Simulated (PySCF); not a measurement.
# Structure from NMR data

The spectra below were simulated for a compound C$_{6}$H$_{14}$Si$_{3}$.

1H NMR (600 MHz, computed): δ 7.02 (t, 1H), 6.80 (m, 1H), 6.40 (m, 1H), 6.35 (m, 1H), 6.21 (m, 1H), 5.56 (m, 1H), 5.36 (m, 1H), 4.72 (m, 2H), 4.47 (q, 2H), 3.58 (t, 3H).

13C{1H} NMR (computed): δ 164.8 (C), 155.0 (CH), 151.0 (CH), 142.2 (CH2), 140.8 (CH), 124.6 (CH2).

Relativity neglected, equivalent nuclei averaged, single conformer, no solvent model. NMR shieldings at PBE0/pcSseg-1/GIAO; GFN2-xTB structure; PySCF 2.14.0 with density-fitted response routines.

δ = σ(ref) − σ, references computed at the same level: 1H and 13C vs TMS.

Question: Which candidate is it?
A. C[Si@H](C#CC1CC1)[SiH2][SiH3]
B. [SiH3]C1([SiH3])[SiH2]C=C1C1CC1
C. C=C[SiH2]/C=C(/C=C)[SiH2][SiH3]
D. C=C(C)C1=C[SiH2]C1([SiH3])[SiH3]
E. C=C(C)[Si@H]1[SiH2]C=CC[SiH2]1

Answer: C. 

1. Rings plus π bonds: 3 (no ring in the answer).
2. 6 carbon signals for 6 carbons: no two carbons are equivalent.
3. Carbon types of the structure: 1 × C, 3 × CH, 2 × CH2, leaving 7 H on heteroatoms.
4. δC 164.8: fully substituted alkene carbon; an sp2 carbon of a C=C bond.
5. δC 155.0, 151.0, 140.8: alkene CH; the olefinic region.
6. δC 142.2, 124.6: terminal =CH2 carbon; an sp2 carbon of a C=C bond.
7. δH 7.02, 6.80, 6.40: hydrogen on an alkene CH; olefinic region.
8. δH 6.35, 6.21, 5.56, 5.36: hydrogen on a terminal =CH2 carbon; a vinylic proton, deshielded by the sp2 carbon and the C=C anisotropy.

The others: C=C(C)[Si@H]1[SiH2]C=CC[SiH2]1 would give 12 signals for carbon-bound and other non-exchanging H, not 10; C[Si@H](C#CC1CC1)[SiH2][SiH3] has carbons computed at 124.7, 79.8, 11.8, 11.6, 3.5, -0.6, with a different DEPT pattern; [SiH3]C1([SiH3])[SiH2]C=C1C1CC1 would give 5 carbon signals, not 6; C=C(C)C1=C[SiH2]C1([SiH3])[SiH3] would give 6 signals for carbon-bound and other non-exchanging H, not 10.

Shifts are as computed. Against solution values, carbons near 30 ppm lie about +3 ppm off and those near 130 ppm about +5 ppm. Of 1309 compounds with measured shifts, 239 miss one by over three times the rms of a fit or turn the order of signals round; such compounds aren't used in these exercises. No couplings were computed; multiplicities are counted from neighbouring protons, with m where these are inequivalent, close in shift, in a saturated or five-membered ring or joined by F or P, and br s for small geminal =CH2 splittings.
